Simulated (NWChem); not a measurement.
System: SiHOCl, singlet; SMILES O[Si]Cl

Output (shortened):

```
             Northwest Computational Chemistry Package (NWChem) 7.3.0
             --------------------------------------------------------

                             Geometry "geometry" -> ""
                             -------------------------

 Output coordinates in angstroms (scale by  1.889725989 to convert to a.u.)

  No.       Tag          Charge          X              Y              Z
 ---- ---------------- ---------- -------------- -------------- --------------
    1 Si                  14.0000     0.63041500     0.60648600     0.00000000
    2 Cl                  17.0000    -0.12080600    -1.34728500     0.00000000
    3 O                    8.0000    -0.81396900     1.43399600     0.00000000
    4 H                    1.0000    -0.71877300     2.39470600     0.00000000

 Effective nuclear repulsion energy (a.u.)     130.9459577048

                                 NWChem DFT Module
                                 -----------------

 Summary of "ao basis" -> "ao basis" (spherical)
 ------------------------------------------------------------------------------
       Tag                 Description            Shells   Functions and Types
 ---------------- ------------------------------  ------  ---------------------
 Si                         def2-svp                 8       18   4s3p1d
 Cl                         def2-svp                 8       18   4s3p1d
 O                          def2-svp                 6       14   3s2p1d
 H                          def2-svp                 3        5   2s1p

 in cosmo_initialize ...
 calling solv_data for solv:hexane

 solvent parameters
 solvname_short: hexane
 solvname_long:  n-hexane
 dielec:        1.8819
 dielecinf:     1.8903
 nonaqueous SMD model solvent descriptors
 dielec:        1.8819
 sola:          0.0000
 solb:          0.0000
 solc:          0.0000
 solg:         25.7500
 solh:          0.0000
 soln:          1.3749

          ---------------
          -cosmo- solvent
          ---------------
 Cosmo: York-Karplus, doi: 10.1021/jp992097l
 dielectric constant -eps-     =   1.88
 screen = (eps-1)/(eps    )    =   0.46862
 surface charge correction     = lagrangian

   van der Waals surface
 --------------------------

[...]

                                COSMO-SMD solvation results
                                ---------------------------

             internal energy in gas <Psi(g)|H|Psi(g)> =      -824.926748687235
         internal energy in solvent <Psi(s)|H|Psi(s)> =      -824.926595681162
                               delta internal energy  =         0.000153006073 (    0.10 kcal/mol)
   total free energy in solvent <Psi(s)|H+V/2|Psi(s)> =      -824.929485816506
 polarization energy contribution <Psi(s)|V/2|Psi(s)> =        -0.002890135345 (   -1.81 kcal/mol)
    total free energy in solvent including G(SMD-CDS) =      -824.932716684210
                       G(SMD-CDS) energy contribution =        -0.003230867704 (   -2.03 kcal/mol)
     1 M fixed-concentration free energy of solvation =        -0.005967996975 (   -3.74 kcal/mol)

                       DFT Final Molecular Orbital Analysis
                       ------------------------------------

 Vector   18  Occ=2.000000D+00  E=-3.384117D-01
              MO Center= -2.0D-01, -8.3D-01, -4.6D-09, r^2= 2.2D+00
   Bfn.  Coefficient  Atom+Function         Bfn.  Coefficient  Atom+Function
  ----- ------------  ---------------      ----- ------------  ---------------
    31      0.590448  2 Cl pz                28      0.425846  2 Cl pz
    42     -0.263044  3 O  pz                25      0.249606  2 Cl pz
    45     -0.208150  3 O  pz                15     -0.064872  1 Si d -1
    13      0.050587  1 Si pz                10      0.033170  1 Si pz

 Vector   19  Occ=2.000000D+00  E=-3.367102D-01
              MO Center= -7.2D-02, -1.1D+00,  2.9D-10, r^2= 1.6D+00
   Bfn.  Coefficient  Atom+Function         Bfn.  Coefficient  Atom+Function
  ----- ------------  ---------------      ----- ------------  ---------------
    29      0.525196  2 Cl px                26      0.387743  2 Cl px
    30     -0.325265  2 Cl py                27     -0.238651  2 Cl py
    23      0.226276  2 Cl px                24     -0.138987  2 Cl py
    39      0.111038  3 O  s                 11      0.096687  1 Si px
    41     -0.094993  3 O  py                51     -0.080480  4 H  s

 Vector   20  Occ=2.000000D+00  E=-2.660103D-01
              MO Center=  6.8D-01,  4.7D-01,  4.0D-11, r^2= 2.9D+00
   Bfn.  Coefficient  Atom+Function         Bfn.  Coefficient  Atom+Function
  ----- ------------  ---------------      ----- ------------  ---------------
     4      0.447667  1 Si s                  3      0.433214  1 Si s
    29     -0.286138  2 Cl px                40     -0.272026  3 O  px
     2      0.263930  1 Si s                  8      0.253252  1 Si px
    43     -0.219304  3 O  px                30     -0.218107  2 Cl py
    11      0.202907  1 Si px                26     -0.188576  2 Cl px

 Vector   21  Occ=0.000000D+00  E=-6.731498D-02
              MO Center=  5.6D-01,  5.3D-01, -2.7D-10, r^2= 2.8D+00
   Bfn.  Coefficient  Atom+Function         Bfn.  Coefficient  Atom+Function
  ----- ------------  ---------------      ----- ------------  ---------------
    13      0.718634  1 Si pz                10      0.412412  1 Si pz
    31     -0.274033  2 Cl pz                45     -0.247421  3 O  pz
    42     -0.235276  3 O  pz                 7     -0.211628  1 Si pz
    28     -0.147789  2 Cl pz                25     -0.085391  2 Cl pz
    33      0.040511  2 Cl d -1              17     -0.036162  1 Si d  1

[...]
```

Level: PBE0/def2-SVP, SMD on the gas-phase geometry. Low-valent species are run as closed-shell singlets; no triplet was tried in these runs. Coordinates come from a PBE0/def2-SVP optimisation. Solvent: n-hexane.

Q: Which NWChem input produces such a log?

A: This is not unique; one that fits is the input that was run:
```
start job
memory heap 200 mb stack 900 mb global 1100 mb
geometry units angstroms noautosym nocenter noautoz
  Si     0.630415     0.606486     0.000000
  Cl    -0.120806    -1.347285     0.000000
  O     -0.813969     1.433996     0.000000
  H     -0.718773     2.394706     0.000000
end
basis spherical
  * library def2-svp
end
dft
  xc pbe0
  iterations 150
end
cosmo
  do_cosmo_smd true
  solvent hexane
end
task dft energy
```
